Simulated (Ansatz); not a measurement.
The same path of AlH₆OPSi (10 atoms, charge 0, multiplicity 1) was run 3 times with different band settings. The coordinate that changes most is the dihedral H5–O1–P2–Si4.

Theory: RKS B3LYP/6-31G* (Ansatz 0.2.0).

Relaxed end points:

```xyz
10
Properties=species:S:1:pos:R:3
O -1.275 1.584 -0.115
P -0.728 0.201 0.738
Al 1.475 0.771 1.232
Si -0.425 -1.282 -0.955
H -2.202 1.732 0.128
H 1.922 2.293 1.282
H 2.437 -0.420 1.661
H -1.749 -1.622 -1.540
H 0.446 -0.802 -2.066
H 0.182 -2.506 -0.363
```

```xyz
10
Properties=species:S:1:pos:R:3
O -1.659 1.388 0.232
P -0.774 0.069 0.836
Al 1.398 0.767 1.307
Si -0.510 -1.290 -0.960
H -1.167 1.900 -0.428
H 1.738 2.321 1.331
H 2.432 -0.352 1.758
H -1.830 -1.852 -1.351
H 0.051 -0.606 -2.163
H 0.403 -2.396 -0.559
```

Common settings: spring 5.0 eV/Å²; optimiser quadratic models (default); start path through a guess of the saddle point; iteration limit 60; end points relaxed.

| run | movable images | climbing image | force threshold |
| --- | --- | --- | --- |
| 1 | 9 | yes | 0.03 eV/Å |
| 2 | 4 | no | 0.03 eV/Å |
| 3 | 9 | yes | 0.2 eV/Å |

What does each run give, and how far can it be trusted?

Run 1: converged after 18 iterations, highest image 0.120 eV above the first end. A vibrational analysis at the climbing image gives one clearly imaginary mode, 223i cm⁻¹: a first-order saddle point.
Run 2: converged after 14 iterations, highest image 0.113 eV above the first end. No image climbed, so the highest image needn't sit at the top of the path.
Run 3: converged after 8 iterations, highest image 0.126 eV above the first end. The threshold of 0.2 eV/Å is loose, so the images may lie well off the minimum-energy path. The order of the stationary point at the top wasn't checked.
